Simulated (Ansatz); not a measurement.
`O[SiH](S)[SiH2][SiH3]` + `[OH][Al]([Cl])[Br]` → `[SiH3][O][Al]([Cl])[Br]` + `O[SiH]([SiH3])S`  (cleavage of the Si–Si bond)

Gas-phase electronic energies from Ansatz, PBE0-D4/def2-TZVP geometries. CCSD(T)/CBS is the MP2 limit (def2-TZVPP, def2-QZVPP) plus CCSD(T) − MP2 in def2-TZVPP, frozen cores. For Br outer-core shells are correlated without core-valence functions, which leaves a few kJ/mol of doubt a bond. Scalar relativity is left out up to krypton. One conformer a species, not always the lowest.

```
                  species  CCSD/def2-SVP energy (Eh)
  `O[SiH](S)[SiH2][SiH3]`                -1344.14832
     `[OH][Al]([Cl])[Br]`                -3349.51417
`[SiH3][O][Al]([Cl])[Br]`                -3639.67770
        `O[SiH]([SiH3])S`                -1054.02284
```

Q: Work out ΔE.

A: ΔE = (-3639.67770) + (-1054.02284) − (-1344.14832) − (-3349.51417) = -0.03805 Eh = -99.9 kJ/mol. CCSD(T)/CBS gives -98.3 kJ/mol.

Largest T1 diagnostic among the species: 0.013.

In def2-TZVPP, CCSD(T) changes the Hartree–Fock value by +34.9 kJ/mol (the triples alone add +5.2 kJ/mol) and MP2 by +29.8 kJ/mol. Leaving LDA and LC-ωPBE aside and taking each functional with its dispersion term where it has one, the values, not all of them listed here, spread over 41.7 kJ/mol, from BHLYP-D4 to revPBE-D4. The D4 term adds +5.0 kJ/mol with B3LYP and +2.8 kJ/mol with PBE0; it sums over pairs of atoms, weighted by their polarisabilities, and B3LYP, whose exchange is more repulsive, gets the larger term.

B3LYP here is the variant with VWN-RPA as its local correlation; programs differ in this.
